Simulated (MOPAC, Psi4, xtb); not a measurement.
Interaction energy of F4Si ··· H3ClSi (SMILES F[Si](F)(F)F and [SiH3]Cl). Monomers: optimised at B3LYP-D3(BJ) (def2-TZVP), held rigid. Orientation: lowest of the rigid-body minima from ten starts at GFN2-xTB. The monomers approach along the line of their centres of mass (distance R); nothing else relaxes.

PM6, restricted, heats of formation (MOPAC); PM3, restricted, heats of formation (MOPAC); GFN1-xTB (xtb); SAPT0/jun-cc-pVDZ, frozen core (Psi4).

Interaction energies in kcal/mol; the last columns give the difference from SAPT0:

```
R / Å   PM6    PM3  GFN1-xTB  SAPT0/jun-cc-pVDZ  PM6 − SAPT0/jun-cc-pVDZ  PM3 − SAPT0/jun-cc-pVDZ  GFN1-xTB − SAPT0/jun-cc-pVDZ
-----  ----  -----  --------  -----------------  -----------------------  -----------------------  ----------------------------
3.18   5.09   4.39     -0.45               6.98                    -1.89                    -2.59                         -7.43
3.40   3.27   3.55     -2.24               2.35                     0.92                     1.20                         -4.58
3.57   2.58   3.31     -2.48               0.60                     1.98                     2.71                         -3.08
3.80   1.87   2.79     -2.22              -0.46                     2.33                     3.25                         -1.76
4.03   1.39   2.08     -1.80              -0.79                     2.18                     2.88                         -1.01
4.21   1.19   1.55     -1.50              -0.82                     2.01                     2.37                         -0.68
4.52   1.03   0.84     -1.09              -0.70                     1.74                     1.55                         -0.39
4.77   0.93   0.47     -0.85              -0.57                     1.50                     1.04                         -0.28
5.33   0.67   0.05     -0.51              -0.33                     0.99                     0.38                         -0.19
5.98   0.41  -0.11     -0.30              -0.17                     0.58                     0.07                         -0.13
6.99   0.18  -0.16     -0.14              -0.07                     0.26                    -0.08                         -0.07
8.29   0.07  -0.14     -0.07              -0.03                     0.10                    -0.11                         -0.04
```

PM6 is furthest from SAPT0/jun-cc-pVDZ at 3.80 (2.33 kcal/mol, above); its mean absolute difference over the points is 1.37 kcal/mol.

PM3 is furthest from SAPT0/jun-cc-pVDZ at 3.80 (3.25 kcal/mol, above); its mean absolute difference over the points is 1.52 kcal/mol.

GFN1-xTB is furthest from SAPT0/jun-cc-pVDZ at 3.18 (-7.43 kcal/mol, below); its mean absolute difference over the points is 1.64 kcal/mol.
